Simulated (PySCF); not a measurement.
Species: ortho-tolunitrile, C8H7N.
Bonds: C1–C2, C2–C3 (aromatic), C3–C4 (aromatic), C4–C5 (aromatic), C5–C6 (aromatic), C6–C7 (aromatic), C7–C8, C8–N9 (triple), C2–C7 (aromatic). Hydrogens: H10, H11, H12 on C1; H13 on C3; H14 on C4; H15 on C5; H16 on C6.

Structure optimised with GFN2-xTB, isolated species.

Give the optimised bond lengths and angles.

```json
{"bond": "C1–C2", "length (bohr)": "2.827"}
{"bond": "C2–C3", "length (bohr)": "2.620"}
{"bond": "C3–C4", "length (bohr)": "2.618"}
{"bond": "C4–C5", "length (bohr)": "2.619"}
{"bond": "C5–C6", "length (bohr)": "2.610"}
{"bond": "C6–C7", "length (bohr)": "2.635"}
{"bond": "C7–C8", "length (bohr)": "2.671"}
{"bond": "C8≡N9", "length (bohr)": "2.167"}
{"bond": "C2–C7", "length (bohr)": "2.650"}
{"bond": "C1–H10, C1–H11, C1–H12", "length (bohr)": "2.058"}
{"bond": "C3–H13", "length (bohr)": "2.042"}
{"bond": "C4–H14", "length (bohr)": "2.041"}
{"bond": "C5–H15", "length (bohr)": "2.040"}
{"bond": "C6–H16", "length (bohr)": "2.041"}
```

Bonds in one row agree within 0.02 bohr and their mean is given. A selection of angles:
```json
{"angle": "C1–C2–C3", "degrees": "121.8"}
{"angle": "C1–C2–C7", "degrees": "120.2"}
{"angle": "C3–C2–C7", "degrees": "118.0"}
{"angle": "C2–C3–C4", "degrees": "121.2"}
{"angle": "C3–C4–C5", "degrees": "120.4"}
{"angle": "C4–C5–C6", "degrees": "119.7"}
{"angle": "C5–C6–C7", "degrees": "119.8"}
{"angle": "C6–C7–C8", "degrees": "119.1"}
{"angle": "C2–C7–C6", "degrees": "121.0"}
{"angle": "C2–C7–C8", "degrees": "119.9"}
{"angle": "C7–C8–N9", "degrees": "179.7"}
```

The 9 heavy atoms lie in one plane (0.000 Å rms). The 8 C–C bonds span 1.381 Å (C5–C6, aromatic) to 1.496 Å (C1–C2, drawn single), a spread of 0.115 Å. The 6-membered ring C2–C3–C4–C5–C6–C7 has internal angles of 118.0° to 121.2°; it is planar, 0.00 Å rms from its mean plane, widest ring torsion 0°. Of the pairs four or more bonds apart, C8···H11 is among the closest relative to their van der Waals radii: 2.82 Å, 97 % of the sum of Bondi's values.

Point group: Cs (every atom within 0.08 Å of its image). GFN2-xTB frequencies: not computed here.
